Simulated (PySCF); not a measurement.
# Identify the compound

The spectra below were simulated for a compound C₅H₁₀OSi.

1H NMR (300 MHz, computed): δ 12.31 (t, 1H), 4.18 (m, 2H), 2.55 (m, 2H), 2.32 (m, 1H), 2.29 (m, 1H), 2.06 (m, 1H), 1.79 (m, 2H).

13C{1H} NMR (computed): δ 245.3 (CH), 23.4 (CH2), 20.3 (CH2), 14.2 (CH).

In vacuum, rapidly exchanging positions averaged, one computed conformer, no relativistic terms. σ from GIAO-PBE0/pcSseg-1; GFN2-xTB geometry; PySCF 2.14.

Scale: TMS for 1H (σ = 31.72 ppm), 13C (σ = 186.93 ppm) (reference shieldings calculated alike).

Deduce the structure.

Answers


1. The formula gives 2 degrees of unsaturation (1 ring in the answer).
2. 4 carbon signals for 5 carbons: some carbons are equivalent by symmetry or fast rotation.
3. Carbon types of the structure: 2 × CH, 3 × CH2, leaving 2 H on heteroatoms.
4. δC 245.3: carbonyl carbon.
5. δC 23.4, 20.3: sp3 CH2 in a ring; a saturated carbon with 2 carbon neighbours and no heteroatom attached.
6. δC 14.2: sp3 CH bonded to Si.
7. δH 12.31: hydrogen on a carbonyl carbon.
8. δH 4.18: hydrogen on a silicon bonded to 2 C.
9. δH 2.55, 2.29, 2.06, 1.79: hydrogen on an sp3 CH2 in a ring.
10. δH 2.32: hydrogen on an sp3 CH bonded to Si.

Structure: SMILES O=C[SiH2]C1CCC1.

This is the structure that produced the data.

Shifts are as computed. Against solution values, carbons near 30 ppm lie about +3 ppm off and those near 130 ppm about +5 ppm. Of 1211 compounds with measured shifts, 218 miss one by over three times the rms of a fit or turn the order of signals round; such compounds aren't used in these exercises. No couplings were computed; multiplicities are counted from neighbouring protons, with m where these are inequivalent, close in shift, in a saturated or five-membered ring or joined by F or P, and br s for small geminal =CH2 splittings.
